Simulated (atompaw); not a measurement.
**Before and after: PAW (atompaw) potential for barium (Ba)**

Ba, PAW, made with atompaw 4.2.0.5 (LDA (PW92), scalar-relativistic). Core [Kr] 4d10, reference 5s2 5p6 5d0 6s2 6p0. Waves: 5s (bound): rc 2.50 bohr; 6s (bound): rc 3.00 bohr; 5p (bound): rc 2.95 bohr; 6p (bound, empty): rc 3.00 bohr; 5d (bound, empty): rc 3.00 bohr; 5d channel at 4.1 Ry: rc 3.00 bohr. Local part: bessel scheme, radius 2.35 bohr. Core correction: smooth core density matched at 2.25 bohr. Augmentation charge: sinc compensation charge, radius 2.80 bohr; PAW radius 3.00 bohr; waves and projectors: custom polynom gramschmidtortho.

Change: augmentation sinc compensation charge, radius 2.80 bohr; PAW radius 3.00 bohr; waves and projectors: custom polynom2 7 10 vanderbiltortho.

Cutoffs: the cutoffs (Ry, on a coarse ladder) from which the occupation-weighted sum of valence levels, in a spherical-Bessel basis at the reference potential, stays within 10 and 1 mRy of its value at 400 Ry; they do not see the model core or the augmentation charge, which bear on the density cutoff.

Problem. What does the change do?

Solution. The potential gets harder (8 Ry and 15 Ry → 21 Ry and 45 Ry); the range in which the s phases agree narrows (upper end at the end of the scan → 0.0); the range in which the p phases agree narrows (upper end at the end of the scan → 1.3); neither file shows a bound ghost.

| quantity | base | changed |
| --- | --- | --- |
| cutoff, loose | 8 Ry | 21 Ry |
| cutoff, tight | 15 Ry | 45 Ry |
| loose cutoff by channel (10 mRy a level) | s 6 Ry, p 8 Ry | s 10 Ry, p 10 Ry |
| bound ghosts | none | none |
| s: phases at 3.01 bohr within 0.05 rad from the reference energy up to (Ry; the scan ends near 5) | to the end of the scan | 0.0 |
| p: phases at 3.01 bohr within 0.05 rad from the reference energy up to (Ry; the scan ends near 5) | to the end of the scan | 1.3 |
| d: phases at 3.01 bohr within 0.05 rad from the reference energy up to (Ry; the scan ends near 5) | to the end of the scan | 2.8 |
| lowest overlap eigenvalue by channel | s 0.45, p 0.89, d 0.87 | s 0.55, p 0.82, d 0.80 |

 The cutoffs see the waves, projectors and local potential, not the compensation charge or the core.
